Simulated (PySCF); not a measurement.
**Substituent chemical shifts**

Parent skeleton `[CH2:1]=[C:2]([SiH2:3][NH2:4])[N:5]([CH3:6])[CH3:7]`; one hydrogen on atom 6 is replaced by X. Hydrogens on one atom are averaged.

PySCF calculation with coordinates at the GFN2-xTB level and GIAO PBE0/pcSseg-1 shieldings; non-relativistic Hamiltonian, in vacuum, fast rotation and ring inversion assumed for equivalent nuclei, one conformer.

Scale: $^{13}$C, $^{29}$Si, $^{1}$H against TMS; $^{15}$N vs NH3 (reference shieldings calculated alike).

Parent (X = H): C1 101.7, C2 157.0, Si3 -35.2, N4 8.5, N5 85.3, C6 42.7, C7 42.7, H(C1) 4.44, H(Si3) 5.08 ppm. Effects are Δδ = δ(X) − δ(H), positive for deshielding.

(1) Order these by the shift of N4, most shielded first.
A. X = propynyl
B. X = CH2SiH3
C. X = CH2NH2
D. X = CH3
E. X = ethynyl

(2) Order these by the shift of N5, most shielded first.
A. X = propynyl
B. X = CH2NH2
C. X = CH2SiH3

(3) Order these by the shift of H(Si3), most shielded first.
A. X = ethynyl
B. X = CH2SiH3
C. X = propynyl

## Answers

(1) E (-3.2 ppm), B (+1.7 ppm), D (+3.4 ppm), C (+7.3 ppm), A (+10.0 ppm).

(2) A (+1.7 ppm), B (+5.3 ppm), C (+9.5 ppm).

(3) C (-0.22 ppm), B (-0.08 ppm), A (+0.12 ppm).

Experimental scales use liquid or dissolved standards, which lie at an offset from isolated NH3 (liquid NH3: subtract about 20 ppm).
